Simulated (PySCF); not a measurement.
Identify the compound

An unknown has the formula C$_{5}$H$_{6}$O$_{2}$Si. Its calculated NMR data are:

1H NMR (500 MHz, computed): δ 7.09 (s, 2H), 4.55 (m, 1H), 0.45 (d, 3H).

13C{1H} NMR (computed): δ 244.8 (C, 2C), 151.9 (CH, 2C), -10.1 (CH3).

No solvent, rapidly exchanging positions averaged, non-relativistic, single conformer. PBE0/pcSseg-1 with gauge-including orbitals; GFN2-xTB structure; PySCF 2.14.

Scale: 1H, 13C against TMS (reference shieldings calculated alike).

**Question.** Which of these isomers gave the spectra?
A. O=C1C=CC(=O)C1[SiH3]
B. O=COC1=C[SiH2]C=C1
C. C[SiH]1C(=O)C=CC1=O
D. C[SiH2]C#CC(=O)C=O

**Answer.** C. 

1. Rings plus π bonds: 4 (1 ring in the answer).
2. 3 carbon signals for 5 carbons: some carbons are equivalent by symmetry or fast rotation.
3. Carbon types of the structure: 2 × C, 2 × CH, 1 × CH3, leaving 1 H on heteroatoms.
4. δC 244.8: carbonyl carbon.
5. δC 151.9: β carbon of a C=C–C=O unit; conjugation with the carbonyl draws π density from the β position.
6. δC -10.1: methyl carbon bonded to Si; an electropositive neighbour leaves it electron-rich and shielded.
7. δH 7.09: hydrogen on a β carbon of a C=C–C=O unit; attached to an sp2 carbon and in the plane of the double bond.
8. δH 0.45: hydrogen on a methyl carbon bonded to Si; an electropositive neighbour shields it, as in TMS itself.

The others: O=COC1=C[SiH2]C=C1 would give 5 carbon signals, not 3; C[SiH2]C#CC(=O)C=O would give 5 carbon signals, not 3; O=C1C=CC(=O)C1[SiH3] has carbons computed at 208.3, 153.8, 47.3, with a different DEPT pattern.

Shifts are as computed. Against solution values, carbons near 30 ppm lie about +3 ppm off and those near 130 ppm about +5 ppm. Of 1211 compounds with measured shifts, 218 miss one by over three times the rms of a fit or turn the order of signals round; such compounds aren't used in these exercises. Multiplicities follow the n + 1 count of equivalent neighbours, as no J values were calculated; m marks all less simple cases, F and P coupling included.
